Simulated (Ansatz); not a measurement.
Reaction (substitution at a C–C bond): `C=C(C)Cl` + `N=C1O[SiH]1O` → `CO[SiH]1OC1=N` + `C=CCl`

Gas-phase electronic energies from Ansatz, PBE0-D4/def2-TZVP geometries. CCSD(T)/CBS is the MP2 limit (def2-TZVPP, def2-QZVPP) plus CCSD(T) − MP2 in def2-TZVPP, frozen cores. This one scheme is used for every species. Functionals use def2-TZVPP. Each species was taken in one conformer, which may not be the lowest.

`C=C(C)Cl`:

Cartesian coordinates in Å:
```
C 0.929 -0.003 -1.054
C 0.273 -0.380 0.032
C -0.859 0.340 0.672
Cl 0.719 -1.850 0.847
H 1.746 -0.583 -1.461
H 0.647 0.913 -1.558
H -1.749 -0.294 0.705
H -0.612 0.607 1.702
H -1.092 1.250 0.116
```

`N=C1O[SiH]1O`:

Z-matrix (Å, degrees):
```
Si
O 1 1.619
C 1 1.786 2 125.8
O 1 1.679 2 120.0 3 58.0
H 1 1.469 2 106.4 3 -164.6
H 2 0.960 1 119.0 3 -13.4
N 3 1.244 1 166.9 2 -75.1
H 7 1.023 3 111.7 1 175.5
```

`CO[SiH]1OC1=N`:

Z-matrix (Å, degrees):
```
C
O 1 1.420
H 1 1.092 2 109.9
H 1 1.094 2 111.5 3 -121.1
H 1 1.090 2 107.9 3 119.1
Si 2 1.610 1 125.5 3 89.5
C 6 1.788 2 124.7 1 12.8
O 6 1.682 2 120.0 1 -44.7
H 6 1.469 2 107.0 1 177.4
N 7 1.244 6 166.9 2 74.1
H 10 1.023 7 111.6 6 -175.3
```

`C=CCl`:

```xyz
6

C    -0.291    0.506   -0.451
C     0.111   -0.487    0.319
Cl    1.546   -0.431    1.267
H     0.265    1.432   -0.536
H    -1.206    0.401   -1.021
H    -0.425   -1.421    0.421
```

```
             level  ΔE (kJ/mol)
            PBE-D4         71.1
     HF/def2-TZVPP         59.3
CCSD(T)/def2-TZVPP         70.4
      HF/CBS(def2)         58.7
```

Task: What does CCSD(T)/CBS give? (Estimate.)

Result: Computed: +72.8 kJ/mol. The listed levels differ from it by -1.7, -13.5, -2.4, -14.1 kJ/mol.

Largest T1 diagnostic among the species: 0.016.

In def2-TZVPP, CCSD(T) changes the Hartree–Fock value by +11.1 kJ/mol (the triples alone add +1.2 kJ/mol) and MP2 by +19.4 kJ/mol.
